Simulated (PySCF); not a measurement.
C3H6BFO, SMILES C(F)(B(O)C)=C.

Coordinates come from a PBE0-D3(BJ)/def2-SVP optimisation. This is a generated structure with no PubChem entry under its InChIKey; it may be hypothetical. One conformer was computed; it need not be the lowest.

Two levels are set side by side: PBE/def2-TZVP (PySCF) and r2SCAN/def2-TZVP (PySCF). Same geometry, gas phase. Differences are taken from unrounded values.

| quantity | r2SCAN | PBE | PBE minus r2SCAN |
|---|---|---|---|
| orbital gap (eV) | 4.75 | 4.32 | -0.44 |
| highest occupied level (eV) | -6.48 | -6.25 | 0.23 |
| lowest empty level (eV) | -1.72 | -1.93 | -0.21 |
| dipole moment (D) | 2.01 | 1.97 | -0.04 |
| mean polarisability (bohr³) | 55.1 | 56.5 | 1.4 |

Rough cost on one machine, each run with all the roots and properties that it gave: r2SCAN against PBE about 6 times.
